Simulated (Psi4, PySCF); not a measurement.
C2H6Si, singlet, at a GFN2-xTB geometry, atoms displaced at random by about 0.08 Å a coordinate. Base run: TPSS/STO-3G, gradient in PySCF.

Input for PySCF:
```python
from pyscf import gto, scf, dft

mol = gto.Mole()
mol.atom = '''
    Si   -0.11764087    0.16478319    0.60505034
    C     0.66559317    1.31461293   -0.58203764
    H     0.80135769    2.14207077   -0.17761759
    H     0.34928387    1.40906712   -1.53430842
    H     1.76397106    0.78346701   -0.64533409
    C    -0.31342115   -1.31074163   -0.43783131
    H     0.72534857   -1.79589505   -0.76647508
    H    -0.97761611   -1.30945401   -1.32152695
    H    -0.89971510   -2.30001171    0.17257741
'''
mol.basis = 'sto-3g'
mol.verbose = 4
mol.build()

mf = dft.RKS(mol)
mf.xc = 'tpss'
mf.kernel()
g = mf.nuc_grad_method()
grad = g.kernel()
```

Programs used: Psi4, PySCF; a row that names a program was run with it.

The coordinate followed is y of atom 5.

The base run was repeated with changes; each row names its change, and settings that it needs were set with it.

```json
[
 {"change": "base", "dE/dx (Eh/bohr)": "-0.030915", "net force (Eh/bohr)": "0.000058"},
 {"change": "code = psi4", "dE/dx (Eh/bohr)": "-0.030905", "net force (Eh/bohr)": "0.000169"},
 {"change": "finite difference step (bohr) = 0.2; conv_tol = 1e-11", "dE/dx (Eh/bohr)": "-0.030752", "net force (Eh/bohr)": "-"},
 {"change": "grids.level = 5; grid_response = on", "dE/dx (Eh/bohr)": "-0.030914", "net force (Eh/bohr)": "0.000000"},
 {"change": "finite difference step (bohr) = 1e-5; conv_tol = 1e-11", "dE/dx (Eh/bohr)": "-0.030913", "net force (Eh/bohr)": "-"},
 {"change": "grids.level = 1; grid_response = on", "dE/dx (Eh/bohr)": "-0.030908", "net force (Eh/bohr)": "0.000000"},
 {"change": "finite difference step (bohr) = 0.01; conv_tol = 1e-11", "dE/dx (Eh/bohr)": "-0.030912", "net force (Eh/bohr)": "-"},
 {"change": "conv_tol = 1e-11", "dE/dx (Eh/bohr)": "-0.030915", "net force (Eh/bohr)": "0.000058"},
 {"change": "conv_tol = 1e-6", "dE/dx (Eh/bohr)": "-0.030913", "net force (Eh/bohr)": "0.000058"},
 {"change": "density fitting = on; auxbasis_response = off", "dE/dx (Eh/bohr)": "-0.030880", "net force (Eh/bohr)": "0.000802"},
 {"change": "finite difference step (bohr) = 1e-4; conv_tol = 1e-11", "dE/dx (Eh/bohr)": "-0.030913", "net force (Eh/bohr)": "-"},
 {"change": "grids.level = 0; grid_response = off", "dE/dx (Eh/bohr)": "-0.031332", "net force (Eh/bohr)": "0.015801"}
]
```

The net force is zero for an exact gradient.
